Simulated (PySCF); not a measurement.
These are B3LYP-D3(BJ)/def2-TZVP // BP86-D3(BJ)/def2-SVP in PySCF 2.14.0 values and carry that method's errors. All species are isolated molecules in the gas phase. One relaxed conformer stands for a flexible species; it need not be the lowest. B3LYP has the VWN-RPA correlation part, as in Gaussian. 

Reference species: [Sc(NH2)(Br)2] (neutral, multiplicity 1).

```json
{
  "charge on the central atom (Mulliken)": "1.15 e",
  "mean_distance_from_the_central_atom_to_its_bonded_neighbours": "2.284 Å",
  "HOMO": "-7.92 eV"
}
```

After one change: the charge on the central atom (Mulliken) goes up by 0.10 e; the mean distance from the central atom to its bonded neighbours drops by 0.144 Å; the HOMO rises by 0.77 eV.

Name the change that produced these shifts. The new species is one of these.
(A) [Sc(NH2)3]
(B) [Sc(NH2)2(Br)]
(C) [Sc(Br)3]

B, [Sc(NH2)2(Br)]
